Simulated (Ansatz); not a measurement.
GaP2 (the lowest doublet isomer of a short search) was relaxed with PBE0-D4 (def2-TZVP) in Ansatz in these states: neutral doublet, neutral quartet. The geometries follow in no particular order.

A:

```xyz
3

Ga   -0.891   -0.774    0.721
P    -0.056    1.282   -0.020
P     0.948   -0.507   -0.700
```

B:

```xyz
3

Ga   -1.136   -0.933   -0.667
P     0.736    0.884   -0.537
P     0.400    0.049    1.204
```

Question: Judge from the bond lengths which geometry belongs to which state (an estimate).

Answer: A is the neutral quartet (Ga1–P3 2.339 Å, Ga1–P2 2.339 Å, P2–P3 2.161 Å); B is the neutral doublet (Ga1–P3 2.612 Å, Ga1–P2 2.612 Å, P2–P3 1.960 Å).

At PBE0-D4/def2-TZVP a doublet lies 1.43 eV below the neutral quartet. These are the stationary points nearest to one start from a short search; other shapes may lie lower in each state.
